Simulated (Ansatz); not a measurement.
`CN(C)c1ccc(/C=C/c2ccc(/C=C/c3ccc(/C=C/c4ccc(/C=C/c5ccc(/C=C/c6ccc(/C=C/C#N)cc6)cc5)cc4)cc3)cc2)cc1` with charge +1. The state is a doublet with charge 1. Geometry PBE-D4/def2-SVP, that of the neutral singlet; atoms count from 1.

```xyz
95

C    11.328   -7.701   14.153
N    11.755   -7.307   12.825
C    13.134   -7.496   12.424
C    10.846   -6.754   11.945
C    11.230   -6.365   10.627
C    10.311   -5.811    9.742
C     8.953   -5.604   10.097
C     7.957   -5.034    9.203
C     8.136   -4.628    7.911
C     7.128   -4.069    7.023
C     5.778   -3.836    7.408
C     4.847   -3.310    6.519
C     5.201   -2.979    5.182
C     4.265   -2.437    4.209
C     2.937   -2.173    4.398
C     2.005   -1.640    3.417
C     2.368   -1.310    2.082
C     1.439   -0.807    1.179
C     0.081   -0.599    1.547
C    -0.929   -0.075    0.642
C    -0.758    0.282   -0.666
C    -1.770    0.812   -1.567
C    -1.410    1.130   -2.905
C    -2.330    1.648   -3.812
C    -3.678    1.882   -3.435
C    -4.684    2.433   -4.330
C    -4.513    2.802   -5.634
C    -5.518    3.372   -6.519
C    -6.860    3.624   -6.131
C    -7.771    4.188   -7.020
C    -7.405    4.538   -8.348
C    -8.399    5.144   -9.220
C    -8.219    5.565  -10.507
C    -9.214    6.190  -11.366
C   -10.558    6.431  -10.966
C   -11.468    7.045  -11.818
C   -11.094    7.456  -13.125
C   -12.004    8.110  -14.053
C   -13.310    8.441  -13.825
C   -14.123    9.084  -14.797
N   -14.811    9.618  -15.589
C    -9.758    7.210  -13.529
C    -8.845    6.595  -12.674
C    -6.066    4.277   -8.739
C    -5.156    3.712   -7.851
C    -4.040    1.560   -2.099
C    -3.120    1.043   -1.192
C    -0.281   -0.927    2.879
C     0.650   -1.432    3.784
C     6.548   -3.205    4.799
C     7.481   -3.732    5.691
C     8.581   -5.991   11.409
C     9.485   -6.548   12.311
H    10.522   -8.469   14.124
H    12.185   -8.132   14.702
H    10.944   -6.838   14.745
H    13.702   -7.938   13.262
H    13.627   -6.536   12.150
H    13.229   -8.181   11.551
H    12.267   -6.501   10.291
H    10.661   -5.527    8.738
H     6.950   -4.938    9.647
H     9.138   -4.731    7.460
H     5.456   -4.075    8.433
H     3.816   -3.148    6.865
H     4.704   -2.233    3.218
H     2.495   -2.381    5.388
H     3.407   -1.453    1.749
H     1.769   -0.564    0.157
H    -1.932    0.035    1.089
H     0.244    0.171   -1.115
H    -0.369    0.962   -3.226
H    -1.999    1.880   -4.835
H    -5.681    2.562   -3.875
H    -3.517    2.674   -6.091
H    -7.192    3.375   -5.113
H    -8.804    4.376   -6.688
H    -9.394    5.271   -8.760
H    -7.224    5.443  -10.968
H   -10.891    6.129   -9.962
H   -12.497    7.211  -11.465
H   -11.579    8.364  -15.039
H   -13.798    8.218  -12.860
H    -9.440    7.516  -14.538
H    -7.812    6.420  -13.014
H    -5.735    4.524   -9.759
H    -4.122    3.523   -8.183
H    -5.080    1.731   -1.777
H    -3.451    0.812   -0.168
H    -1.325   -0.777    3.198
H     0.334   -1.678    4.811
H     6.858   -2.957    3.771
H     8.519   -3.896    5.359
H     7.536   -5.844   11.728
H     9.130   -6.825   13.311
```

Single mean-field runs in def2-SVP are fitted with def2-universal-jkfit.

Q: Estimate the Mulliken populations of the heavy atoms from the PBE0/def2-SVP orbitals of Ansatz.

A: 
```json
{"atom": "C1", "charge (e)": "0.04", "spin (α − β)": "-0.01"}
{"atom": "N2", "charge (e)": "-0.38", "spin (α − β)": "0.11"}
{"atom": "C3", "charge (e)": "0.04", "spin (α − β)": "-0.01"}
{"atom": "C4", "charge (e)": "0.21", "spin (α − β)": "0.03"}
{"atom": "C5", "charge (e)": "-0.07", "spin (α − β)": "0.02"}
{"atom": "C6", "charge (e)": "-0.02", "spin (α − β)": "0.01"}
{"atom": "C7", "charge (e)": "0.02", "spin (α − β)": "0.06"}
{"atom": "C8", "charge (e)": "0.01", "spin (α − β)": "0.04"}
{"atom": "C9", "charge (e)": "0.00", "spin (α − β)": "0.07"}
{"atom": "C10", "charge (e)": "0.02", "spin (α − β)": "0.03"}
{"atom": "C11", "charge (e)": "-0.02", "spin (α − β)": "0.02"}
{"atom": "C12", "charge (e)": "-0.01", "spin (α − β)": "0.00"}
{"atom": "C13", "charge (e)": "0.02", "spin (α − β)": "0.06"}
{"atom": "C14", "charge (e)": "0.00", "spin (α − β)": "0.02"}
{"atom": "C15", "charge (e)": "0.01", "spin (α − β)": "0.07"}
{"atom": "C16", "charge (e)": "0.02", "spin (α − β)": "0.02"}
{"atom": "C17", "charge (e)": "-0.01", "spin (α − β)": "0.02"}
{"atom": "C18", "charge (e)": "-0.01", "spin (α − β)": "-0.01"}
{"atom": "C19", "charge (e)": "0.03", "spin (α − β)": "0.05"}
{"atom": "C20", "charge (e)": "0.00", "spin (α − β)": "0.01"}
{"atom": "C21", "charge (e)": "0.01", "spin (α − β)": "0.06"}
{"atom": "C22", "charge (e)": "0.02", "spin (α − β)": "0.01"}
{"atom": "C23", "charge (e)": "-0.03", "spin (α − β)": "0.02"}
{"atom": "C24", "charge (e)": "-0.01", "spin (α − β)": "-0.01"}
{"atom": "C25", "charge (e)": "0.03", "spin (α − β)": "0.05"}
{"atom": "C26", "charge (e)": "-0.01", "spin (α − β)": "-0.01"}
{"atom": "C27", "charge (e)": "0.01", "spin (α − β)": "0.07"}
{"atom": "C28", "charge (e)": "0.02", "spin (α − β)": "-0.01"}
{"atom": "C29", "charge (e)": "-0.01", "spin (α − β)": "0.03"}
{"atom": "C30", "charge (e)": "-0.03", "spin (α − β)": "-0.02"}
{"atom": "C31", "charge (e)": "0.03", "spin (α − β)": "0.05"}
{"atom": "C32", "charge (e)": "-0.01", "spin (α − β)": "-0.03"}
{"atom": "C33", "charge (e)": "0.00", "spin (α − β)": "0.06"}
{"atom": "C34", "charge (e)": "0.02", "spin (α − β)": "-0.02"}
{"atom": "C35", "charge (e)": "-0.01", "spin (α − β)": "0.02"}
{"atom": "C36", "charge (e)": "-0.01", "spin (α − β)": "-0.02"}
{"atom": "C37", "charge (e)": "0.00", "spin (α − β)": "0.03"}
{"atom": "C38", "charge (e)": "0.03", "spin (α − β)": "-0.02"}
{"atom": "C39", "charge (e)": "-0.11", "spin (α − β)": "0.03"}
{"atom": "C40", "charge (e)": "-0.06", "spin (α − β)": "-0.01"}
{"atom": "N41", "charge (e)": "-0.02", "spin (α − β)": "0.01"}
{"atom": "C42", "charge (e)": "-0.01", "spin (α − β)": "-0.02"}
{"atom": "C43", "charge (e)": "-0.03", "spin (α − β)": "0.03"}
{"atom": "C44", "charge (e)": "-0.01", "spin (α − β)": "-0.02"}
{"atom": "C45", "charge (e)": "-0.03", "spin (α − β)": "0.03"}
{"atom": "C46", "charge (e)": "-0.03", "spin (α − β)": "-0.01"}
{"atom": "C47", "charge (e)": "-0.01", "spin (α − β)": "0.03"}
{"atom": "C48", "charge (e)": "-0.03", "spin (α − β)": "-0.01"}
{"atom": "C49", "charge (e)": "-0.02", "spin (α − β)": "0.02"}
{"atom": "C50", "charge (e)": "-0.02", "spin (α − β)": "0.00"}
{"atom": "C51", "charge (e)": "-0.03", "spin (α − β)": "0.02"}
{"atom": "C52", "charge (e)": "-0.03", "spin (α − β)": "0.00"}
{"atom": "C53", "charge (e)": "-0.07", "spin (α − β)": "0.03"}
```
Mulliken values depend strongly on the basis.

Q: Where does the spin sit?

A: Summed by element: C 0.88, N 0.12, H 0.00, of 1 unpaired in all. Largest on single atoms: N2 0.11, C15 0.07, C27 0.07.

Q: And the Mayer bond orders between heavy atoms (over 0.3, the first 40 of 58)?

A: C1–N2 0.98 (1.45 Å); N2–C3 0.98 (1.45 Å); N2–C4 1.19 (1.38 Å); C4–C5 1.24 (1.43 Å); C4–C53 1.26 (1.42 Å); C5–C6 1.51 (1.39 Å); C6–C7 1.27 (1.42 Å); C7–C8 1.18 (1.45 Å); C7–C52 1.27 (1.42 Å); C8–C9 1.57 (1.37 Å); C9–C10 1.18 (1.46 Å); C10–C11 1.27 (1.42 Å); C10–C51 1.29 (1.42 Å); C11–C12 1.51 (1.39 Å); C12–C13 1.27 (1.42 Å); C13–C14 1.17 (1.45 Å); C13–C50 1.29 (1.42 Å); C14–C15 1.59 (1.37 Å); C15–C16 1.17 (1.46 Å); C16–C17 1.27 (1.42 Å); C16–C49 1.29 (1.42 Å); C17–C18 1.51 (1.39 Å); C18–C19 1.27 (1.42 Å); C19–C20 1.16 (1.45 Å); C19–C48 1.29 (1.42 Å); C20–C21 1.61 (1.37 Å); C21–C22 1.16 (1.46 Å); C22–C23 1.28 (1.42 Å); C22–C47 1.29 (1.42 Å); C23–C24 1.47 (1.39 Å); C24–C25 1.30 (1.42 Å); C25–C26 1.15 (1.45 Å); C25–C46 1.29 (1.42 Å); C26–C27 1.62 (1.37 Å); C27–C28 1.15 (1.46 Å); C28–C29 1.30 (1.42 Å); C28–C45 1.29 (1.42 Å); C29–C30 1.46 (1.39 Å); C30–C31 1.29 (1.42 Å); C31–C32 1.13 (1.45 Å).
